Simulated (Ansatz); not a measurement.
Active spaces for CaH2, singlet

Computed with Ansatz's Gaussian-basis code (development build). Basis def2-SVP, nonrelativistic, 5 orbitals frozen in the corrections. State-specific CASSCF; RHF is the lowest restricted (open-shell) Hartree–Fock solution met. Small basis; these aren't basis-limit values. No symmetry is imposed, so a solution can break that of the shape. No proof that the lowest CASSCF solution was found.

Geometry. A bond is stretched, to 1.98 times the sum of the covalent radii.

```xyz
3

H     0.0000    0.0000    4.1000
Ca    0.0000    0.0000    0.0000
H     0.0000    0.0000   -2.0500
```

Problem. What do CASSCF and its corrections give against RHF in CAS(4,6), and what are the occupations?

Solution. CASSCF -2.031 eV, SC-NEVPT2 -4.711 eV; occupations 1.97, 1.56, 0.44, 0.02, 0.00, 0.00.
